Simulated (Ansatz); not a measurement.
Computed with Ansatz on PBE0-D4/def2-TZVP structures; ΔE is electronic, products minus reactants. CBS: MP2 limit from def2 TZ/QZ plus the TZ coupled-cluster correction, frozen cores. This one scheme is used for every species. DFT in def2-TZVPP. B3LYP here is the variant with VWN-RPA as its local correlation; programs differ in this. One conformer a species, not always the lowest.

Consider the substitution at a C–N bond: `O=C/N=C\[SiH3]` + `N#CO` → `N#COC=O` + `N=C[SiH3]`.

```json
{"level": "r2SCAN-D4", "ΔE (kcal/mol)": "2.9", "difference from CCSD(T)/CBS": "0.6"}
{"level": "r2SCAN0-D4", "ΔE (kcal/mol)": "3.3", "difference from CCSD(T)/CBS": "1.0"}
{"level": "CAM-B3LYP-D4", "ΔE (kcal/mol)": "2.4", "difference from CCSD(T)/CBS": "0.1"}
{"level": "revPBE", "ΔE (kcal/mol)": "1.6", "difference from CCSD(T)/CBS": "-0.7"}
{"level": "PBE0", "ΔE (kcal/mol)": "2.9", "difference from CCSD(T)/CBS": "0.6"}
{"level": "B3LYP", "ΔE (kcal/mol)": "1.6", "difference from CCSD(T)/CBS": "-0.7"}
{"level": "BHLYP", "ΔE (kcal/mol)": "2.0", "difference from CCSD(T)/CBS": "-0.3"}
{"level": "CCSD(T)/def2-SVP", "ΔE (kcal/mol)": "0.6", "difference from CCSD(T)/CBS": "-1.7"}
{"level": "MP2/def2-TZVPP", "ΔE (kcal/mol)": "1.8", "difference from CCSD(T)/CBS": "-0.5"}
{"level": "HF/def2-QZVPP", "ΔE (kcal/mol)": "1.2", "difference from CCSD(T)/CBS": "-1.1"}
{"level": "CCSD(T)/CBS", "ΔE (kcal/mol)": "2.3", "difference from CCSD(T)/CBS": "0"}
```

Largest T1 diagnostic among the species: 0.017.

At CCSD(T), def2-SVP lies −1.7 kcal/mol from the extrapolated value and def2-TZVPP −0.7 kcal/mol. Leaving LDA and LC-ωPBE aside and taking each functional with its dispersion term where it has one, the values, not all of them listed here, spread over 2.0 kcal/mol, from B2PLYP to PBE0-D4. LDA lies +2.0 kcal/mol from PBE without D4.
